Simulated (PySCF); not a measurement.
**Worked example: oscillator strength and radiative lifetime**

BFH₄O₃Si, SMILES B(O[SiH2]F)(O)O.

Geometry optimised at PBE0-D3(BJ)/def2-SVP. The structure was generated by enumeration, and PubChem lists no compound with its InChIKey, so it may never have been made. Other conformers were not sampled.

PySCF with TDDFT-PBE/def2-SVPD puts the first singlet state with f over 0.02 at 7.79 eV (vertical), with the transition dipole (-0.449, -0.114, -0.114) in atomic units.

Q: Find the oscillator strength, the wavelength and the radiative lifetime that this transition would have in vacuum if emission retraced absorption.

A: 
|μ|² = 0.2276 au, so |μ| = 1.21 D. ΔE = 7.79/27.211 = 0.2863 hartree. f = (2/3) ΔE |μ|² = 0.043 (the program prints 0.043).
λ = 1239.84/7.79 = 159 nm; ν = 62831 cm⁻¹.
Einstein's coefficient A = 0.6670 ν² f s⁻¹ (ν in cm⁻¹) = 1.1e8 s⁻¹, so τ = 1/A = 8.7 ns. This state is S6; the lower singlets have f = 0.000, 0.005, 0.010, 0.003, 0.003. The figure is the radiative limit of this one transition; relaxation, internal conversion, crossing to triplets and a medium change what is measured.
